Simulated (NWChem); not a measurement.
System: ZrH₃F; SMILES [F][ZrH3]

```xyz
5

Zr     0.0000     0.0000     0.2341
F      0.0000     0.0000    -1.6432
H      1.3663    -1.0969     0.8182
H     -1.6331    -0.6348     0.8182
H      0.2668     1.7317     0.8182
```
Atoms are numbered in this order, from 1.

Level: PBE0/def2-SVP with def2 effective core potentials on Zr (NWChem), optimised geometry, unscaled harmonic frequencies. def2 effective core potentials on Zr; no spin-orbit coupling.

List the harmonic frequencies with IR intensities, and the thermochemistry.


| frequency (cm⁻¹) | IR intensity (km/mol) |
|---|---|
| 401 | 56.2 |
| 401 | 56.2 |
| 527 | 177.7 |
| 618 | 91.6 |
| 618 | 91.6 |
| 736 | 265.0 |
| 1709 | 564.4 |
| 1709 | 564.4 |
| 1753 | 104.1 |

The zero-point energy is 12.1 kcal/mol. The thermal correction to the enthalpy at 298.15 K (with zero-point energy) is 15.2 kcal/mol and the heat capacity Cv is 12.9 cal/(mol K). The entropy at 298.15 K and 1 atm (symmetry number 3) comes out as 63.5 cal/(mol K).

Rigid rotor and harmonic oscillator.
